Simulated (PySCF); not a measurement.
**Mg⁺: excitation energy**

Mg⁺ [Ne] 3s1 (2S) → Mg⁺ [Ne] 3p1 (2P), as a difference of total energies. Calculation: PySCF 2.14, in aug-cc-pCVTZ (8s7p5d3f, 75 functions); no relativity, point nucleus. Correlated levels: nothing frozen. The calculations carry no spin-orbit coupling.

```
                 method  excitation energy (eV)  error (eV)
                    UHF                   4.277      -0.153
    MP2 (all electrons)                   4.375      -0.055
SCS-MP2 (all electrons)                   4.351      -0.079
   CCSD (all electrons)                   4.372      -0.058
CCSD(T) (all electrons)                   4.375      -0.055
```

Reference: 4.43 eV (measured; NIST levels, between the centres of gravity of the two terms).

Errors of the correlated levels include the incompleteness of this basis.
